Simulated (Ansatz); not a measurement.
Start from `[OH][Al]1[CH]=N[SiH2]1` and change one atom or group to get `[CH]1=N[SiH2][AlH]1`.

Ansatz, PBE0-D4/def2-TZVP geometries, multiplicity 1. Each molecule was computed in one conformer, which needn't be the lowest.

```json
{"property": "HOMO–LUMO gap (B3LYP/def2-TZVPP) / eV", "`[OH][Al]1[CH]=N[SiH2]1`": "4.39"}
{"property": "HOMO–LUMO gap (PBE0/def2-TZVPP) / eV", "`[OH][Al]1[CH]=N[SiH2]1`": "4.78"}
{"property": "LUMO energy (ωB97M-V/def2-TZVPP) / eV", "`[OH][Al]1[CH]=N[SiH2]1`": "0.21"}
{"property": "LUMO energy (B3LYP/def2-TZVPP) / eV", "`[OH][Al]1[CH]=N[SiH2]1`": "-1.87"}
{"property": "LUMO energy (PBE/def2-TZVPP) / eV", "`[OH][Al]1[CH]=N[SiH2]1`": "-2.63"}
{"property": "HOMO energy (PBE/def2-TZVPP) / eV", "`[OH][Al]1[CH]=N[SiH2]1`": "-5.30"}
```

(1) Give the same properties after the change, and the shifts. (An estimate is asked.)

Results:

(1) Computed: 
```json
{"property": "HOMO–LUMO gap (B3LYP/def2-TZVPP) / eV", "`[CH]1=N[SiH2][AlH]1`": "3.60", "shift": "-0.79"}
{"property": "HOMO–LUMO gap (PBE0/def2-TZVPP) / eV", "`[CH]1=N[SiH2][AlH]1`": "3.98", "shift": "-0.80"}
{"property": "LUMO energy (ωB97M-V/def2-TZVPP) / eV", "`[CH]1=N[SiH2][AlH]1`": "-0.52", "shift": "-0.73"}
{"property": "LUMO energy (B3LYP/def2-TZVPP) / eV", "`[CH]1=N[SiH2][AlH]1`": "-2.46", "shift": "-0.59"}
{"property": "LUMO energy (PBE/def2-TZVPP) / eV", "`[CH]1=N[SiH2][AlH]1`": "-3.13", "shift": "-0.50"}
{"property": "HOMO energy (PBE/def2-TZVPP) / eV", "`[CH]1=N[SiH2][AlH]1`": "-5.08", "shift": "0.22"}
```

With PBE0 the HOMO rises by 0.20 eV and the LUMO falls by 0.60 eV, so the gap narrows by about 0.80 eV. PBE moves the HOMO by 0.22 eV and ωB97M-V by 0.21 eV. The zero-point energy changes by -19.9 kJ/mol with -3 modes.

B3LYP here is the variant with VWN-RPA as its local correlation; programs differ in this.
